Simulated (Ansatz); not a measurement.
System: SiS, charge 1, doublet. SiS+ (parent SMILES S=[Si], doublet).
B3LYP-D3(BJ)/def2-TZVP minimum from Ansatz (an electronic-structure program):
```xyz
2

Si     0.0000     0.0000    -1.1108
S      0.0000     0.0000     0.9719
```
Charge +1, spin multiplicity 2.

Total energies in aug-cc-pV(T+d)Z, 9 correlated electrons, 10 frozen orbitals. UHF or UKS for unpaired electrons; spin-orbit terms are left out. Correlated methods leave the cores frozen. No relativity. The spin of SSi+ (parent SMILES [Si]=S, doublet) was assumed, and the state is the lowest solution found for it.

```
method    program  energy (Eh)  minus CCSDT(Q) (mEh)
--------  -------  -----------  --------------------
HF         Ansatz   -686.17894                258.21
MP2        Ansatz   -686.38870                 48.45
CCSD       Ansatz   -686.42183                 15.32
CCSD(T)    Ansatz   -686.43462                  2.53
CCSDT(Q)   Ansatz   -686.43715                  0.00
```

Rough core times of Ansatz's runs on a shared machine: CCSD(T) 80 s, CCSDT(Q) 9 min.
